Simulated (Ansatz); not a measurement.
Reaction: CH5B (methylborane, SMILES CB) → CH4B (SMILES [BH]C, doublet) + H (doublet) (the B-H bond breaks)
Each species at its own B3LYP-D3(BJ)/def2-TZVP minimum (Ansatz, a quantum-chemistry and plane-wave program).

Property: bond dissociation energy (electronic), in kcal/mol. Open shells are spin-unrestricted; no spin-orbit coupling. CBS(X,Y): correlation extrapolated as X^-3, Hartree-Fock from the larger set. A bracket is a step between two methods taken in the basis named. Functionals run without relativity, which enters their misses. Double hybrids freeze cores in their MP2 part. 'core' is core correlation in cc-pwCVTZ, 'X2C' scalar relativity in cc-pVTZ-DK, both at CCSD(T). For partners of very few electrons the exact lower level stands in for a higher one.

CCSD(T)/CBS(cc-pVTZ,cc-pVQZ) + [CCSDT(Q) - CCSD(T)]/cc-pVTZ + core + X2C (Ansatz) gives 110.1 kcal/mol.

Question: How far off this value is PBE/def2-TZVPD (Ansatz), in which direction, and which of these levels come nearer: B3LYP/def2-TZVPD, B2PLYP/def2-TZVPD, CCSD(T)/CBS(cc-pVTZ,cc-pVQZ) + core + X2C?

Answer: PBE gives 104.7 kcal/mol, 5.4 kcal/mol below it. Differences of the others: B3LYP/def2-TZVPD (Ansatz) -1.6; B2PLYP/def2-TZVPD (Ansatz) -2.2; CCSD(T)/CBS(cc-pVTZ,cc-pVQZ) + core + X2C (Ansatz) 0.0 kcal/mol. Nearer than PBE: B3LYP/def2-TZVPD, B2PLYP/def2-TZVPD, CCSD(T)/CBS(cc-pVTZ,cc-pVQZ) + core + X2C.
